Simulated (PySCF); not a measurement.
Species: C4H7NSi.
SMILES: `N#CC1([SiH3])CC1`

Method: PySCF 2.14.0, PBE0-D3(BJ)/def2-SVP geometry optimisation, gas phase.

Masses are those of the commonest isotopes; rigid-rotor values at the optimised geometry. 

(1) Give the principal moments of inertia and the rotational constants in MHz.

(2) Classify the top.

(3) What does the inertial defect say?

(4) Give the other two planar moments, Paa and Pbb, and the rms extents of the mass along the axes.

(5) Give the coordinates in the principal-axis frame, origin at the centre of mass.

(6) List the rotational levels J(Ka,Kc) to J = 2 (K).

(7) Predict some low-J microwave lines.

(8) Estimate the classical rotational partition function at 50 K, 200 K and 500 K.

Results:

(1) Ia = 141.20, Ib = 193.67, Ic = 289.48 u·Å²; 505379 MHz·u·Å²/I gives A = 3579, B = 2610, C = 1746 MHz.

(2) An asymmetric top: κ = (2 × 2610 − 3579 − 1746)/(3579 − 1746) = -0.06.

(3) Not planar: Δ = Ic − Ia − Ib = -45.39 u·Å². For a rigid frame Δ = −2 Σ m c², so Σ m c² = 22.70 u·Å² lies off the ab plane: 9.47 from hydrogen and 13.23 from heavier atoms. The atom farthest from that plane is 1.28 Å away.

(4) Paa = Σ m a² = (Ib + Ic − Ia)/2 = 170.97 and Pbb = Σ m b² = (Ia + Ic − Ib)/2 = 118.51 u·Å². With the mass M = 97.03 u, the rms extents √(P/M) along a, b and c are 1.33, 1.11, 0.48 Å.

(5) The sense of each axis is arbitrary; atoms in the order of the calculation.
| atom | mass (u) | a (Å) | b (Å) | c (Å) |
| --- | --- | --- | --- | --- |
| N1 | 14.003 | 2.303 | 1.029 | -0.001 |
| C2 | 12.000 | 1.300 | 0.445 | 0.005 |
| C3 | 12.000 | 0.038 | -0.241 | 0.003 |
| Si4 | 27.977 | -1.480 | 0.883 | -0.001 |
| C5 | 12.000 | -0.045 | -1.570 | 0.741 |
| C6 | 12.000 | -0.037 | -1.566 | -0.744 |
| H7 | 1.008 | -1.498 | 1.735 | 1.223 |
| H8 | 1.008 | -1.483 | 1.744 | -1.219 |
| H9 | 1.008 | -2.671 | -0.020 | -0.011 |
| H10 | 1.008 | 0.855 | -1.902 | 1.264 |
| H11 | 1.008 | -0.980 | -1.790 | 1.263 |
| H12 | 1.008 | -0.965 | -1.784 | -1.281 |
| H13 | 1.008 | 0.872 | -1.889 | -1.258 |

(6) Above 0(0,0), as E/k:
J = 1: 1(0,1) 0.209, 1(1,1) 0.256, 1(1,0) 0.297
J = 2: 2(0,2) 0.609, 2(1,2) 0.632, 2(1,1) 0.757, 2(2,1) 0.896, 2(2,0) 0.914

(7) The dipole components are |μa| = 3.14 D, |μb| = 2.52 D, |μc| = 0.00 D; the mirror of this Cs structure is the ab plane, so μc vanishes by symmetry and there are no c-type lines. Intensities carry the squares of the components, which stand as 1.00 : 0.64 (a : b). Some lines, for components of 0.1 D or more:

| type | branch | J(Ka,Kc) | MHz | lower level (cm⁻¹) |
| --- | --- | --- | --- | --- |
| a | Q | 1(1,0) ← 1(1,1) | 864 | 0.178 |
| b | Q | 1(1,0) ← 1(0,1) | 1833 | 0.145 |
| b | Q | 2(1,1) ← 2(0,2) | 3071 | 0.423 |
| b | Q | 3(2,1) ← 3(1,2) | 3487 | 0.994 |
| a | R | 1(0,1) ← 0(0,0) | 4355 | 0.000 |
| b | Q | 3(3,0) ← 3(2,1) | 5759 | 1.111 |
| b | Q | 3(3,1) ← 3(2,2) | 7207 | 1.059 |
| b | R | 2(0,2) ← 1(1,1) | 7367 | 0.178 |
| a | R | 2(1,2) ← 1(1,1) | 7847 | 0.178 |
| b | R | 2(1,2) ← 1(0,1) | 8817 | 0.145 |
| b | R | 3(0,3) ← 2(1,2) | 11399 | 0.439 |
| b | R | 2(2,1) ← 1(1,0) | 12483 | 0.206 |
| b | R | 3(3,1) ← 2(2,0) | 19898 | 0.635 |
| b | R | 3(3,0) ← 2(2,1) | 20386 | 0.623 |

(8) Point group Cs, symmetry number σ = 1; q = (√π/σ)·√((kT/h)³/(ABC)), k/h = 20836.6 MHz/K: 14800 at 50 K, 118000 at 200 K, 467000 at 500 K.

Stationary, but not proved a minimum. Zero-point vibration and centrifugal distortion are left out. A rigid rotor knows nothing of internal rotation, which can split or shift real lines. Quadrupole hyperfine structure (14N) is left out.
